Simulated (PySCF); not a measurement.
C6H9F2PSi.
SMILES with atom numbers: `[CH:1]#[C:2][Si@@H:3]([PH2:4])[C@@H:5]1[CH2:6][C@@H:7]1[CH:8]([F:9])[F:10]` (hydrogens: H11 on C1; H12 on Si3; H13, H14 on P4; H15 on C5; H16, H17 on C6; H18 on C7; H19 on C8)

Method used: PBE0-D3(BJ)/def2-SVP geometry optimisation, gas phase in PySCF 2.14.0.

(1) List the bond lengths, angles and torsions at this level.

## Answers

(1) 
| bond | length (Å) | order |
| --- | --- | --- |
| C1≡C2 | 1.217 | triple |
| C2–Si3 | 1.833 | single |
| Si3–P4 | 2.270 | single |
| Si3–C5 | 1.877 | single |
| C5–C6 | 1.510 | single |
| C6–C7 | 1.493 | single |
| C7–C8 | 1.496 | single |
| C8–F9 | 1.350 | single |
| C8–F10 | 1.358 | single |
| C5–C7 | 1.507 | single |
| C1–H11 | 1.075 | single |
| Si3–H12 | 1.489 | single |
| P4–H13, P4–H14 | 1.429 | single |
| C5–H15 | 1.096 | single |
| C6–H16 | 1.093 | single |
| C6–H17 | 1.094 | single |
| C7–H18 | 1.095 | single |
| C8–H19 | 1.105 | single |

Bonds in one row agree within 0.01 Å and their mean is given. Orders are formal, as drawn. A selection of angles:
| angle | degrees |
| --- | --- |
| C1–C2–Si3 | 178.0 |
| C2–Si3–P4 | 110.7 |
| C2–Si3–C5 | 111.6 |
| P4–Si3–C5 | 105.1 |
| Si3–C5–C6 | 121.4 |
| Si3–C5–C7 | 126.6 |
| C6–C5–C7 | 59.3 |
| C5–C6–C7 | 60.3 |
| C6–C7–C8 | 121.2 |
| C5–C7–C6 | 60.4 |
| C5–C7–C8 | 122.1 |
| C7–C8–F9 | 110.4 |
| C7–C8–F10 | 110.7 |
| F9–C8–F10 | 107.6 |

Torsions: C2–Si3–C5–C6 134° (anticlinal); Si3–C5–C6–C7 -117° (anticlinal); C5–C6–C7–C8 112° (anticlinal); C6–C7–C8–F9 -155° (antiperiplanar); Si3–C5–C7–C6 108° (anticlinal).

The C–Si distances run from 1.833 Å (C2–Si3, drawn single) to 1.877 Å (Si3–C5, drawn single), a spread of 0.044 Å. Of the pairs four or more bonds apart, Si3···F10 is among the closest relative to their van der Waals radii: 2.98 Å, 83 % of the sum of Bondi's values. The 5 C–C bonds span 1.217 Å (C1≡C2, drawn triple) to 1.510 Å (C5–C6, drawn single), a spread of 0.293 Å. P4 (three-coordinate phosphorus) is pyramidal (angles 93.8°, 93.5° and 93.1°, sum 280.4°, 0.87 Å off the plane of its three neighbours). Si3 (SiH silicon) is distorted tetrahedral (angles from 105.1° to 112.2°). The 3-membered ring C5–C6–C7 has internal angles of 59.3° to 60.4°.

Point group: C1 (no symmetry element, even within 0.4 Å). Not checked by PBE0-D3(BJ)/def2-SVP frequencies. The numbers are those of one conformer (C2–Si3–P4–H 45° and -49°, C2–Si3–C5–C6 134°, C6–C7–C8–F9 -155°).
